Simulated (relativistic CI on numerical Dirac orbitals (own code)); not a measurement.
# Pm4+ (4f3) in a crystal field

Calculated by Dirac-Coulomb-Breit CI, separate exchange-only KLI orbitals for each configuration, QED by a radiative potential, valence Slater integrals scaled by 0.8, one configuration in a parametric crystal field (own radial code).

Field parameters in Wybourne normalisation; cubic f-shell fields have B⁴₄ = √(5/14) B⁴₀ and B⁶₄ = −√(7/2) B⁶₀. The field is a parameter set, without covalency.

S is read from ⟨S²⟩ = S(S + 1).

Powder χT (cm³ K mol⁻¹) by Van Vleck's formula, with temperature-independent terms:

| Field | 2 K | 5 K | 10 K | 20 K | 50 K | 100 K | 200 K | 300 K |
| --- | --- | --- | --- | --- | --- | --- | --- | --- |
| D3d, B20 = 390, B40 = 2010, B43 = 2090, B60 = -360, B63 = -260, B66 = -1010 cm⁻¹ | 0.713 | 0.737 | 0.778 | 0.858 | 1.05 | 1.22 | 1.42 | 1.53 |
| D3d, B20 = -2080, B40 = -880, B43 = 1570, B60 = -340, B63 = 600, B66 = -190 cm⁻¹ | 1.03 | 1.2 | 1.25 | 1.28 | 1.39 | 1.5 | 1.6 | 1.64 |
| D4h, B20 = 2410, B40 = 1570, B44 = -160, B60 = -600, B64 = -170 cm⁻¹ | 1.31 | 1.32 | 1.33 | 1.35 | 1.41 | 1.49 | 1.59 | 1.65 |
| D4h, B20 = -480, B40 = -230, B44 = 630, B60 = 620, B64 = 860 cm⁻¹ | 0.709 | 0.761 | 0.825 | 0.911 | 1.11 | 1.33 | 1.53 | 1.61 |
| D4h, B20 = -130, B40 = -1030, B44 = 1110, B60 = 20, B64 = 990 cm⁻¹ | 0.549 | 0.574 | 0.616 | 0.7 | 0.954 | 1.27 | 1.51 | 1.6 |
| Oh, B40 = -3530, B60 = -1160 cm⁻¹ | 1.07 | 1.07 | 1.08 | 1.09 | 1.14 | 1.2 | 1.3 | 1.39 |

Question: For D3d, B20 = 390, B40 = 2010, B43 = 2090, B60 = -360, B63 = -260, B66 = -1010 cm⁻¹: what effective moment follows at 300 K?

Answer: μ_eff = √(8χT) = 3.50 μB. The LS value g√(J(J + 1)) of the free ion's 4I°_9/2 level is 3.62 μB.
